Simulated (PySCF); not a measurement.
**C8H16: calculation and literature**

Geometry (Å), atoms numbered from 1 in this order:
```xyz
24

C    -2.0916    0.3460    1.2803
C    -1.3208   -0.3270    0.1450
C    -2.1436   -0.2555   -1.1408
C     0.0520    0.3320   -0.0335
C     0.8577   -0.2053   -1.2225
C     2.2954    0.1532   -0.8662
C     2.3771   -0.2056    0.6158
C     0.9863    0.1298    1.1801
H    -2.2715    1.3924    1.0418
H    -3.0531   -0.1409    1.4277
H    -1.5389    0.2976    2.2147
H    -1.1694   -1.3823    0.4015
H    -2.2310    0.7757   -1.4765
H    -3.1447   -0.6449   -0.9683
H    -1.6849   -0.8396   -1.9339
H    -0.1067    1.4050   -0.1854
H     0.7523   -1.2903   -1.2818
H     0.5438    0.2291   -2.1699
H     2.4545    1.2243   -1.0044
H     3.0272   -0.3836   -1.4686
H     2.5774   -1.2731    0.7208
H     3.1709    0.3354    1.1294
H     1.0217    1.0310    1.7914
H     0.6281   -0.6838    1.8111
```

[PySCF 2.14: GIAO PBE0/pcSseg-1 shieldings; GFN2-xTB geometry; relativity neglected; a single conformation; no solvent model; equivalent nuclei averaged]

Reference values: measured (solution, not stated per compound (mostly CDCl3 or CCl4); Pretsch, Buehlmann, Badertscher, Structure Determination of Organic Compounds, 4th ed. (2009)).
```
atoms    quantity  reference  computed  computed, scaled
   C4  δ $^{13}$C       47.4      51.4              47.9
C5/C8  δ $^{13}$C       30.0      35.1              32.0
C6/C7  δ $^{13}$C       24.7      30.2              27.3
```

Computed shifts are σ(ref) − σ with the named reference compound (TMS for H and C) calculated as an isolated molecule at the same level. The measured values may be among those fitted. Scaled to experiment by linear calibration (H and C: mostly CDCl3 data, vs TMS): $^{13}$C: δ = 179.97 − 0.974σ (rms 2.1 ppm, 958 shifts, 2.3 ppm with the 13 outliers that the fit left out). A few per cent of atoms miss by over 2 rms, more outside the fitted compound classes.

Question: How far are the unscaled $^{13}$C shifts from the references?

Answer: Mean signed difference +4.87 ppm, mean absolute 4.87 ppm over 3 comparisons; the largest is +5.5 ppm at C6/C7 (sp3 CH2 in a ring).
